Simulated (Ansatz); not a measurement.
Energy needed to pull apart BNH₄S₂ (SMILES NB(S)S), closed shell, into free ground-state atoms, from the structure below (displaced at random from its PBE0-D4/def2-TZVP minimum); no zero-point or spin–orbit terms; open-shell atoms are treated unrestricted, in their ground-state multiplicity.

| atom | x (Å) | y (Å) | z (Å) |
| --- | --- | --- | --- |
| N1 | -0.5399 | 1.0941 | 0.0026 |
| B2 | 0.2307 | -0.0401 | -0.0084 |
| S3 | 2.0575 | 0.1216 | 0.0064 |
| S4 | -0.4538 | -1.7615 | -0.0012 |
| H5 | -1.5493 | 1.0957 | 0.0496 |
| H6 | -0.2322 | 1.9497 | 0.1002 |
| H7 | 2.3132 | -1.2575 | -0.0796 |
| H8 | -1.7844 | -1.4524 | 0.0001 |

Computed with Ansatz 0.2.0 (basis: def2-TZVPP); correlated methods freeze the cores.

| method | atomization energy (eV) |
| --- | --- |
| PBE-D4 | 29.43 |
| r2SCAN-D4 | 28.86 |
| PBE0-D4 | ? |
| wB97M-V | 28.98 |
| HF | 20.15 |
| MP2 | ? |
| CCSD | 27.15 |
| CCSD(T) | 27.66 |

(1) What does PBE0-D4 give? (To be estimated.)

(2) What does MP2 give? (Judge from chemistry; the value comes from the calculation.)

No T1 diagnostic of these runs exceeds 0.013.

Results:

(1) By the calculation: 28.85 eV, which is about 1.19 eV more than CCSD(T)/def2-TZVPP.

(2) By the calculation: 28.18 eV, which is about 0.52 eV more than CCSD(T)/def2-TZVPP.

In triple zeta the MP2 and coupled-cluster atomization energies are still short of their basis limit by a few kcal/mol a bond, whereas those of the functionals are nearly converged, so these differences are not deviations from converged CCSD(T).

For scale, one of the runs: CCSD(T)/def2-TZVPP forces, 202 basis functions (an equivalent command: `ansatz run in.yaml --threads 4`). Time: 4.6 min of wall clock on 4 CPU threads; the host was shared. Peak host memory: 4.7 GiB.
